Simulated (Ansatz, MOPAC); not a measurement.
Molecule: SiBr (charge 0, doublet). SMILES: [Si]Br

Atoms: Si1, Br2. Bonds: Si1-Br2.

Bond lengths (Å) and angles (degrees) optimised at AM1 with MOPAC; PM3 with MOPAC; PM6 with MOPAC; MNDO with MOPAC; B3LYP/6-31G* with LANL2DZ past Ar with Ansatz (an electronic-structure program); MP2/6-31G* with LANL2DZ past Ar with Ansatz, each started from the B3LYP-D3(BJ)/def2-TZVP structure (Ansatz) of the last column. A row stands for all coordinates that are equal there. 6-31G* holds six Cartesian d functions.

| coordinate | AM1 | PM3 | PM6 | MNDO | B3LYP/6-31G* with LANL2DZ past Ar | MP2/6-31G* with LANL2DZ past Ar | B3LYP-D3(BJ)/def2-TZVP |
|---|---|---|---|---|---|---|---|
| Si1-Br2 | 2.161 | 1.847 | 2.256 | 2.158 | 2.309 | 2.274 | 2.252 |

Mean signed difference of all 1 bond lengths from B3LYP-D3(BJ)/def2-TZVP: AM1 -0.091 Å, PM3 -0.405 Å, PM6 0.003 Å, MNDO -0.095 Å, B3LYP/6-31G* with LANL2DZ past Ar 0.057 Å, MP2/6-31G* with LANL2DZ past Ar 0.022 Å.
